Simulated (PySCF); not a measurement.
## Polarisability and C₆ of Se⁺ (selenium, charge +1)

[Ar] 3d10 4s1 4p3 5s1, high-spin 6S determinant (an excited configuration). All numbers are calculated (PySCF 2.14, a scalar-relativistic core potential, in aug-cc-pwCVDZ-PP with ECP10MDF (6s5p4d1f, 48 functions)). Coupled (time-dependent) response in atomic units; α is the mean over directions. A double-zeta set is small for polarisabilities.

| method | mean α (bohr³) | C₆ (like pair) | S(−4) |
| --- | --- | --- | --- |
| UHF | 175.1 | 2045 | 24900 |
| PBE | 142.1 | 1540 | 15970 |
| PBE0 | 153.6 | 1715 | 18750 |
| B97-3 | 147.6 | 1639 | 16920 |

S(−4) is the Cauchy moment in α(ω) = α(0) + S(−4) ω² + …

α(iu) at UHF:

```csv
u (hartree),α(iu) (bohr³)
0,175.1
0.0500,129.7
0.100,75.00
0.200,31.48
0.300,18.38
0.500,9.634
0.750,5.684
1.00,3.792
1.50,2.060
2.00,1.322
3.00,0.7203
5.00,0.3552
```

For an ion, C₆ is the dispersion term alone; charge-induced terms of lower order in 1/R come first.

Energies and moments cover only the electrons outside the core potential. The outer electron is Rydberg-like, and this basis confines it to a smaller radius and binds it less than a complete one would.
